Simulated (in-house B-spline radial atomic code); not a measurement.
# Ionising Gd⁺ with different functionals

Computed with a radial B-spline atomic code at the basis-set limit: four-component Dirac-Coulomb Hamiltonian, Fermi nucleus of rms radius 5.1569 fm, spin-restricted, spherical fractional occupations for the functionals. The ionisation energy is the difference of two self-consistent energies, [Xe] 4f7 5d1 6s1 → [Xe] 4f7 5d1, without Breit or QED terms; ε is the level of the shell that loses the electron (mean over j).

Hybrids are left out here: with spherical fractional occupations of an open shell their exact exchange keeps a self-interaction that integer-occupation calculations don't have.

```tsv
method	rung	ΔSCF (eV)	-ε(6s) (eV)
LDA VWN5	LDA	?	?
relativistic LDA	LDA	12.34	9.52
LDA PW92	LDA	12.37	9.54
LDA exchange-only	LDA	11.46	8.63
PBE	GGA	12.10	9.27
PBEsol	GGA	12.04	9.29
BLYP	GGA	12.20	9.28
RPBE	GGA	11.98	9.13
PW91	GGA	12.12	9.31
BP86	GGA	?	?
AM05	GGA	12.01	9.23
OLYP	GGA	11.80	8.86
```

Task: What does BP86 give?

Result: ΔSCF 12.23 eV, and -ε(6s) = 9.48 eV.

Task: What does LDA VWN5 give?

Result: ΔSCF 12.37 eV, and -ε(6s) = 9.54 eV.

Task: How do they compare with the NIST value?

Result: NIST lists 12.08 eV ± 0.02 (semi-empirical, ground level to ground level). Errors run from -0.61 to +0.29 eV; PBE is closest (+0.02 eV), though others lie within the uncertainty of it, and part of that can be cancellation, since the calculations leave out Breit-QED terms, spin polarisation, the choice among j levels, multiplet and fine-structure energies.
